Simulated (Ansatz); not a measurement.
Relaxation of Cd₇H₂₀S₇ with RKS r2SCAN-D4/def2-SVP.

```sh
$ ansatz run in.yaml --threads 2 --pin off --events-out ev --progress --plain --max-ram 32768MiB --backend cuda --devices 0, --max-vram 18GiB
```

```yaml
crystal:
  periodic: [false, false, false]
  atoms:
    - {symbol: Cd, position_ang: [0.777890, -3.571180, 0.764990]}
    - {symbol: Cd, position_ang: [-1.125030, 1.283330, -1.059900]}
    - {symbol: Cd, position_ang: [1.167970, -1.353580, -2.376800]}
    - {symbol: Cd, position_ang: [-2.398460, -1.379940, 1.237580]}
    - {symbol: Cd, position_ang: [0.055800, -0.379560, 4.128300]}
    - {symbol: Cd, position_ang: [1.646160, 1.352650, 1.692620]}
    - {symbol: Cd, position_ang: [4.089410, -0.317720, 0.016030]}
    - {symbol: S, position_ang: [-4.716590, 0.394010, -0.224750]}
    - {symbol: S, position_ang: [-1.013710, -1.563060, -0.961780]}
    - {symbol: S, position_ang: [1.876380, -1.171850, 1.873310]}
    - {symbol: S, position_ang: [-0.266350, 0.497000, -4.691950]}
    - {symbol: S, position_ang: [-0.186600, 4.378100, -0.370960]}
    - {symbol: S, position_ang: [1.488710, 0.885070, -1.090760]}
    - {symbol: S, position_ang: [-1.116030, 0.864080, 1.549950]}
    - {symbol: H, position_ang: [1.812140, -3.938120, -0.489170]}
    - {symbol: H, position_ang: [-0.446930, -3.979010, 1.815500]}
    - {symbol: H, position_ang: [-2.186130, 1.947900, -2.095970]}
    - {symbol: H, position_ang: [1.788220, -2.221720, -3.585720]}
    - {symbol: H, position_ang: [-3.569900, -2.279370, 1.885760]}
    - {symbol: H, position_ang: [-1.031010, -1.632240, 4.249150]}
    - {symbol: H, position_ang: [0.851850, 0.913810, 4.828070]}
    - {symbol: H, position_ang: [2.098470, 2.842400, 2.151110]}
    - {symbol: H, position_ang: [4.215160, -1.570130, -1.070030]}
    - {symbol: H, position_ang: [4.785450, 0.977500, 0.812650]}
    - {symbol: H, position_ang: [-5.538270, -0.577670, -0.567800]}
    - {symbol: H, position_ang: [-5.414650, 0.710980, 0.847280]}
    - {symbol: H, position_ang: [-1.832870, -2.219050, -1.771760]}
    - {symbol: H, position_ang: [2.817170, -1.363220, 2.786000]}
    - {symbol: H, position_ang: [-0.459620, -0.454150, -5.583990]}
    - {symbol: H, position_ang: [0.862360, 0.893270, -5.246330]}
    - {symbol: H, position_ang: [1.103570, 4.139470, -0.498830]}
    - {symbol: H, position_ang: [-0.141010, 4.312530, 0.944900]}
    - {symbol: H, position_ang: [1.948060, 1.799350, -1.933360]}
    - {symbol: H, position_ang: [-1.941600, 1.780140, 2.036680]}
basis:
  gaussian: {orbitals: def2-SVP, fitting: {mean_field: def2-universal-jkfit}}
hamiltonian: {xc: r2scan, dispersion: d4}
scf: {lower_state_search: "off"}
output: {orbitals: {seedname: orbitals}}
relax: {f_tol: 0.03, max_steps: 70}
```

It took 4 min on 2 threads of AMD EPYC 7R13 on a shared host and a share (18 GiB) of an NVIDIA H100 80GB HBM3, peak host memory 1 GiB.

Positions (Å) and forces (eV/Å) at steps 1, 2, 3, 4, 5, 6, 7, 8 of 46:

```xyz
34
step=1 energy=-108106.7593 eV
Cd    0.778   -3.571    0.765   -0.137   -0.519   -0.166
Cd   -1.125    1.283   -1.060    0.209    0.063    0.203
Cd    1.168   -1.354   -2.377    0.067    0.212    0.323
Cd   -2.398   -1.380    1.238    0.297    0.220    0.067
Cd    0.056   -0.380    4.128   -0.162   -0.073    0.479
Cd    1.646    1.353    1.693    0.206   -0.407    0.200
Cd    4.089   -0.318    0.016    0.483   -0.065   -0.149
S    -4.717    0.394   -0.225    1.159    0.608   -0.645
S    -1.014   -1.563   -0.962    0.434    0.363    0.415
S     1.876   -1.172    1.873   -0.610    0.247   -0.592
S    -0.266    0.497   -4.692   -0.783    0.513    1.103
S    -0.187    4.378   -0.371   -1.019    0.194   -0.886
S     1.489    0.885   -1.091   -0.261   -0.516    0.494
S    -1.116    0.864    1.550    0.476   -0.488   -0.284
H     1.812   -3.938   -0.489    0.372    0.249   -0.349
H    -0.447   -3.979    1.815   -0.350    0.223    0.396
H    -2.186    1.948   -2.096   -0.503    0.270   -0.496
H     1.788   -2.222   -3.586    0.339   -0.501   -0.620
H    -3.570   -2.279    1.886   -0.595   -0.506    0.351
H    -1.031   -1.632    4.249   -0.276   -0.389   -0.323
H     0.852    0.914    4.828    0.356    0.351   -0.219
H     2.098    2.842    2.151    0.126    0.743    0.124
H     4.215   -1.570   -1.070   -0.322   -0.396   -0.283
H     4.785    0.978    0.813   -0.219    0.346    0.356
H    -5.538   -0.578   -0.568   -0.585   -0.734   -0.161
H    -5.415    0.711    0.847   -0.511    0.133    0.803
H    -1.833   -2.219   -1.772   -0.421   -0.384   -0.424
H     2.817   -1.363    2.786    0.553   -0.052    0.537
H    -0.460   -0.454   -5.584   -0.047   -0.708   -0.625
H     0.862    0.893   -5.246    0.824    0.197   -0.414
H     1.104    4.139   -0.499    0.928   -0.130    0.021
H    -0.141    4.313    0.945    0.141   -0.036    0.941
H     1.948    1.799   -1.933    0.276    0.482   -0.465
H    -1.942    1.780    2.037   -0.445    0.489    0.289
34
step=2 energy=-108107.4825 eV
Cd    0.726   -3.687    0.710   -0.121   -0.009   -0.124
Cd   -1.189    1.387   -1.127    0.125   -0.085    0.116
Cd    1.264   -1.426   -2.400    0.063    0.118    0.263
Cd   -2.420   -1.443    1.333    0.258    0.136    0.043
Cd   -0.017   -0.433    4.244   -0.007    0.078   -0.026
Cd    1.753    1.450    1.800    0.103   -0.312    0.100
Cd    4.208   -0.372   -0.054   -0.024    0.075   -0.007
S    -4.755    0.500   -0.308   -0.121   -0.189    0.201
S    -0.979   -1.528   -0.929    0.048    0.040    0.046
S     1.846   -1.103    1.846   -0.127    0.233   -0.118
S    -0.335    0.583   -4.721    0.025   -0.106    0.029
S    -0.191    4.336   -0.351   -0.284    0.070   -0.269
S     1.447    0.847   -1.063   -0.062   -0.096    0.019
S    -1.088    0.840    1.502    0.017   -0.092   -0.060
H     1.868   -3.822   -0.570   -0.195    0.094    0.226
H    -0.523   -3.872    1.876    0.227    0.091   -0.194
H    -2.295    2.024   -2.208   -0.058    0.028   -0.062
H     1.881   -2.332   -3.654   -0.008   -0.036   -0.090
H    -3.635   -2.382    1.980   -0.091   -0.025   -0.010
H    -1.114   -1.742    4.124    0.167    0.235   -0.041
H     0.927    0.947    4.693   -0.179   -0.333   -0.186
H     2.141    3.028    2.191   -0.059    0.062   -0.060
H     4.092   -1.681   -1.152   -0.039    0.233    0.170
H     4.653    1.008    0.890   -0.181   -0.338   -0.176
H    -5.470   -0.630   -0.533    0.099    0.085   -0.026
H    -5.359    0.658    0.898    0.086    0.017   -0.098
H    -1.786   -2.239   -1.734   -0.141   -0.173   -0.132
H     2.800   -1.296    2.770    0.207   -0.065    0.204
H    -0.429   -0.507   -5.516   -0.024   -0.004    0.032
H     0.896    0.856   -5.201    0.062    0.029   -0.002
H     1.138    4.190   -0.467    0.269   -0.030   -0.007
H    -0.108    4.343    0.987    0.031   -0.015    0.316
H     1.966    1.750   -1.911    0.115    0.142   -0.190
H    -1.914    1.746    2.053   -0.180    0.143    0.114
34
step=3 energy=-108107.6603 eV
Cd    0.653   -3.583    0.635   -0.038    0.007   -0.027
Cd   -1.163    1.412   -1.109    0.038    0.042    0.026
Cd    1.307   -1.397   -2.345    0.106   -0.057    0.113
Cd   -2.364   -1.400    1.364    0.110   -0.033    0.086
Cd   -0.056   -0.448    4.100    0.019    0.022   -0.002
Cd    1.802    1.431    1.846    0.204   -0.041    0.203
Cd    4.073   -0.398   -0.085    0.002    0.025    0.025
S    -4.670    0.405   -0.222   -0.226   -0.129    0.159
S    -0.989   -1.526   -0.944   -0.078    0.061   -0.048
S     1.897   -1.103    1.894   -0.153    0.040   -0.156
S    -0.262    0.484   -4.632    0.104   -0.070   -0.149
S    -0.178    4.407   -0.319   -0.032   -0.005    0.023
S     1.481    0.907   -1.070   -0.140   -0.038   -0.083
S    -1.088    0.908    1.531   -0.082   -0.049   -0.137
H     1.813   -3.681   -0.614   -0.112    0.037    0.103
H    -0.562   -3.739    1.822    0.115    0.025   -0.118
H    -2.278    2.039   -2.200    0.001   -0.014    0.000
H     1.895   -2.306   -3.623   -0.013   -0.017   -0.038
H    -3.606   -2.339    1.983   -0.036   -0.012   -0.014
H    -1.150   -1.741    3.962    0.058    0.136   -0.015
H     0.915    0.904    4.503   -0.085   -0.137   -0.024
H     2.139    3.040    2.186   -0.070   -0.009   -0.072
H     3.938   -1.690   -1.181   -0.013    0.131    0.057
H     4.473    0.954    0.886   -0.019   -0.144   -0.085
H    -5.418   -0.697   -0.490    0.150    0.126    0.023
H    -5.322    0.592    0.956    0.120   -0.024   -0.148
H    -1.767   -2.332   -1.704    0.028    0.029    0.022
H     2.847   -1.327    2.825    0.064    0.046    0.067
H    -0.389   -0.577   -5.467    0.004    0.065    0.116
H     0.940    0.801   -5.174   -0.083   -0.024    0.068
H     1.150    4.200   -0.442    0.043   -0.003    0.000
H    -0.094    4.314    1.027    0.003   -0.010    0.010
H     2.020    1.738   -1.991   -0.022    0.009    0.037
H    -1.986    1.748    2.095    0.035    0.016   -0.022
34
step=4 energy=-108107.7221 eV
Cd    0.582   -3.499    0.554    0.005   -0.017    0.042
Cd   -1.187    1.428   -1.144    0.034    0.040    0.019
Cd    1.329   -1.437   -2.311    0.161   -0.120    0.032
Cd   -2.334   -1.422    1.376    0.018   -0.094    0.138
Cd   -0.089   -0.424    4.015   -0.001    0.013   -0.009
Cd    1.834    1.437    1.874    0.065    0.080    0.064
Cd    4.003   -0.391   -0.110   -0.006    0.019    0.004
S    -4.567    0.362   -0.135   -0.221   -0.058    0.057
S    -1.012   -1.509   -0.969   -0.230    0.042   -0.195
S     1.886   -1.087    1.878    0.079    0.059    0.081
S    -0.195    0.427   -4.544    0.084   -0.040   -0.211
S    -0.135    4.377   -0.225    0.074   -0.006    0.135
S     1.441    0.894   -1.081   -0.042    0.162   -0.103
S    -1.094    0.907    1.483   -0.092    0.151   -0.041
H     1.742   -3.568   -0.681    0.008    0.008   -0.005
H    -0.613   -3.644    1.746    0.021   -0.020   -0.005
H    -2.307    2.043   -2.241    0.042   -0.005    0.039
H     1.887   -2.345   -3.612   -0.020   -0.008   -0.020
H    -3.601   -2.356    1.967   -0.009   -0.019   -0.014
H    -1.202   -1.684    3.851   -0.018    0.015   -0.004
H     0.894    0.901    4.422    0.017   -0.006    0.043
H     2.103    3.078    2.144   -0.032   -0.111   -0.035
H     3.843   -1.650   -1.225   -0.004    0.017   -0.021
H     4.410    0.932    0.876    0.044   -0.010    0.012
H    -5.288   -0.753   -0.415    0.101    0.100    0.027
H    -5.228    0.537    1.037    0.084   -0.035   -0.099
H    -1.775   -2.347   -1.717    0.092    0.090    0.094
H     2.842   -1.220    2.830   -0.082   -0.066   -0.080
H    -0.324   -0.653   -5.354    0.011    0.079    0.101
H     1.002    0.742   -5.101   -0.107   -0.045    0.076
H     1.196    4.166   -0.359   -0.086    0.008    0.005
H    -0.044    4.239    1.122   -0.014   -0.004   -0.156
H     1.979    1.745   -1.991   -0.049   -0.111    0.080
H    -1.978    1.773    2.042    0.072   -0.106   -0.052
34
step=5 energy=-108107.7650 eV
Cd    0.558   -3.467    0.526    0.003    0.038    0.056
Cd   -1.178    1.469   -1.147   -0.010    0.015   -0.023
Cd    1.366   -1.465   -2.271    0.116   -0.130    0.018
Cd   -2.305   -1.435    1.406    0.000   -0.085    0.080
Cd   -0.095   -0.403    3.998    0.014    0.025   -0.011
Cd    1.872    1.419    1.908    0.026    0.128    0.026
Cd    3.998   -0.371   -0.112   -0.008    0.031    0.015
S    -4.597    0.368   -0.123   -0.146   -0.051    0.054
S    -1.034   -1.466   -0.987   -0.190   -0.034   -0.148
S     1.903   -1.100    1.891    0.112    0.025    0.112
S    -0.191    0.407   -4.584    0.077   -0.045   -0.158
S    -0.156    4.384   -0.205    0.112   -0.012    0.155
S     1.432    0.897   -1.080    0.013    0.140   -0.086
S    -1.090    0.917    1.465   -0.082    0.121    0.027
H     1.721   -3.511   -0.706    0.033    0.008   -0.043
H    -0.624   -3.618    1.726   -0.007   -0.032    0.012
H    -2.296    2.089   -2.243    0.036   -0.004    0.032
H     1.889   -2.371   -3.594   -0.032    0.029   -0.006
H    -3.585   -2.377    1.967    0.012    0.017   -0.029
H    -1.227   -1.641    3.811   -0.036   -0.021   -0.009
H     0.908    0.898    4.427    0.024    0.007    0.045
H     2.104    3.072    2.138   -0.015   -0.126   -0.017
H     3.814   -1.606   -1.248   -0.008   -0.020   -0.037
H     4.429    0.927    0.892    0.042    0.003    0.020
H    -5.276   -0.774   -0.396    0.077    0.082    0.026
H    -5.232    0.505    1.067    0.051   -0.030   -0.081
H    -1.785   -2.327   -1.721    0.080    0.090    0.081
H     2.855   -1.281    2.845   -0.133   -0.022   -0.131
H    -0.305   -0.705   -5.352    0.018    0.081    0.094
H     1.022    0.695   -5.117   -0.096   -0.042    0.053
H     1.173    4.165   -0.345   -0.100    0.012   -0.003
H    -0.062    4.208    1.138   -0.022    0.002   -0.162
H     1.979    1.729   -2.003   -0.037   -0.102    0.079
H    -1.985    1.767    2.029    0.077   -0.095   -0.040
34
step=6 energy=-108107.8145 eV
Cd    0.524   -3.338    0.479   -0.083    0.106    0.102
Cd   -1.164    1.519   -1.158   -0.063   -0.010   -0.093
Cd    1.432   -1.573   -2.177    0.058   -0.109   -0.069
Cd   -2.248   -1.488    1.444   -0.057   -0.034   -0.040
Cd   -0.112   -0.360    3.974    0.066    0.061   -0.001
Cd    1.919    1.447    1.947   -0.057    0.075   -0.068
Cd    4.000   -0.332   -0.127   -0.002    0.062    0.059
S    -4.655    0.384   -0.064   -0.125   -0.115    0.058
S    -1.120   -1.412   -1.062   -0.036   -0.094    0.040
S     1.904   -1.062    1.883    0.238   -0.113    0.243
S    -0.158    0.378   -4.644    0.052   -0.185   -0.198
S    -0.177    4.410   -0.150    0.102   -0.047    0.191
S     1.417    0.872   -1.084    0.122    0.099    0.023
S    -1.088    0.917    1.434    0.040    0.055    0.135
H     1.684   -3.328   -0.759    0.124    0.006   -0.098
H    -0.636   -3.555    1.686   -0.030   -0.036    0.045
H    -2.266    2.169   -2.247    0.000    0.012    0.002
H     1.853   -2.420   -3.588   -0.041    0.090    0.014
H    -3.578   -2.421    1.923    0.039    0.043   -0.023
H    -1.285   -1.554    3.727   -0.039   -0.068   -0.012
H     0.940    0.873    4.486   -0.023   -0.008    0.009
H     2.106    3.105    2.126    0.020   -0.100    0.022
H     3.758   -1.521   -1.306    0.000   -0.064   -0.038
H     4.512    0.897    0.928    0.005   -0.009   -0.022
H    -5.224   -0.819   -0.332    0.090    0.131    0.024
H    -5.251    0.432    1.152    0.033   -0.011   -0.077
H    -1.848   -2.308   -1.770    0.016    0.043    0.033
H     2.836   -1.359    2.836   -0.247    0.079   -0.242
H    -0.238   -0.815   -5.294    0.015    0.215    0.163
H     1.085    0.597   -5.136   -0.070   -0.021    0.035
H     1.145    4.165   -0.309   -0.065    0.020   -0.016
H    -0.083    4.134    1.177   -0.031    0.037   -0.185
H     2.011    1.642   -2.029   -0.069   -0.065    0.038
H    -1.996    1.725    2.034    0.018   -0.042   -0.053
34
step=7 energy=-108107.8444 eV
Cd    0.521   -3.280    0.517   -0.080    0.046    0.068
Cd   -1.159    1.515   -1.168   -0.035   -0.057   -0.070
Cd    1.458   -1.598   -2.158    0.063   -0.121   -0.044
Cd   -2.242   -1.492    1.445   -0.038   -0.011   -0.036
Cd   -0.111   -0.375    3.970    0.028    0.058    0.028
Cd    1.915    1.434    1.936   -0.046    0.083   -0.053
Cd    4.009   -0.337   -0.122    0.021    0.053    0.027
S    -4.683    0.403   -0.049   -0.124   -0.149    0.062
S    -1.122   -1.416   -1.060   -0.044   -0.046    0.042
S     1.903   -1.074    1.879    0.203   -0.053    0.196
S    -0.165    0.409   -4.683    0.059   -0.236   -0.205
S    -0.180    4.426   -0.161    0.051   -0.045    0.130
S     1.424    0.862   -1.067    0.084    0.077   -0.037
S    -1.069    0.915    1.432   -0.028    0.047    0.100
H     1.699   -3.249   -0.719    0.095   -0.011   -0.126
H    -0.630   -3.545    1.725   -0.011   -0.037   -0.008
H    -2.257    2.184   -2.250   -0.002    0.002    0.006
H     1.827   -2.361   -3.635   -0.038    0.087    0.063
H    -3.585   -2.414    1.902    0.020    0.038   -0.014
H    -1.281   -1.575    3.705   -0.010   -0.031   -0.015
H     0.930    0.857    4.511   -0.033   -0.037   -0.007
H     2.122    3.081    2.141    0.021   -0.035    0.022
H     3.763   -1.534   -1.302   -0.009   -0.035   -0.019
H     4.543    0.889    0.926   -0.016   -0.033   -0.029
H    -5.190   -0.826   -0.323    0.097    0.160    0.022
H    -5.275    0.409    1.170    0.035   -0.002   -0.079
H    -1.867   -2.301   -1.761   -0.001   -0.007    0.008
H     2.822   -1.387    2.835   -0.175    0.068   -0.168
H    -0.230   -0.827   -5.253    0.004    0.266    0.179
H     1.095    0.584   -5.150   -0.069   -0.009    0.035
H     1.140    4.183   -0.328   -0.019    0.011   -0.012
H    -0.088    4.124    1.158   -0.016    0.029   -0.117
H     1.977    1.609   -2.054   -0.026   -0.047    0.058
H    -2.013    1.708    1.990    0.039   -0.022   -0.008
34
step=8 energy=-108107.8774 eV
Cd    0.565   -3.196    0.529   -0.176   -0.102    0.113
Cd   -1.158    1.454   -1.183    0.017   -0.058   -0.048
Cd    1.509   -1.673   -2.083    0.171   -0.135   -0.339
Cd   -2.265   -1.487    1.449    0.027    0.037   -0.014
Cd   -0.142   -0.388    3.978   -0.007    0.006    0.012
Cd    1.889    1.479    1.905   -0.028    0.025   -0.054
Cd    4.032   -0.361   -0.143    0.029    0.022    0.014
S    -4.720    0.463   -0.026   -0.186   -0.395    0.076
S    -1.146   -1.468   -1.044   -0.017    0.084    0.076
S     1.900   -1.031    1.875    0.023   -0.021    0.023
S    -0.192    0.515   -4.756    0.231   -0.716   -0.334
S    -0.164    4.414   -0.191   -0.035   -0.016    0.004
S     1.445    0.831   -1.030   -0.008    0.097   -0.143
S    -1.060    0.919    1.453   -0.102    0.056    0.029
H     1.763   -3.182   -0.727    0.009   -0.018   -0.018
H    -0.590   -3.577    1.716    0.091   -0.017   -0.067
H    -2.253    2.161   -2.242   -0.011   -0.017    0.013
H     1.773   -2.234   -3.696   -0.074    0.137    0.270
H    -3.642   -2.369    1.872    0.001    0.005    0.006
H    -1.288   -1.613    3.657    0.026    0.022   -0.019
H     0.877    0.832    4.573   -0.045   -0.051   -0.004
H     2.163    3.101    2.184    0.004    0.013    0.010
H     3.771   -1.581   -1.309   -0.002    0.027    0.019
H     4.585    0.858    0.897    0.005   -0.024   -0.036
H    -5.087   -0.819   -0.324    0.131    0.389    0.059
H    -5.314    0.376    1.191    0.063    0.016   -0.135
H    -1.904   -2.363   -1.715   -0.010   -0.039   -0.009
H     2.783   -1.359    2.843    0.018    0.008    0.028
H    -0.234   -0.815   -5.130   -0.032    0.713    0.279
H     1.103    0.588   -5.166   -0.201    0.035    0.086
H     1.156    4.193   -0.372    0.038    0.002    0.000
H    -0.070    4.086    1.117    0.012    0.014   -0.002
H     1.951    1.541   -2.071   -0.048   -0.071    0.129
H    -2.037    1.705    1.968    0.087   -0.030   -0.024
```

In the def2 sets Cd takes a core potential; there is no spin–orbit coupling. Single mean-field runs in def2-SVP are fitted with def2-universal-jkfit. In the singlet geometry the species has come apart into loosely held pieces.
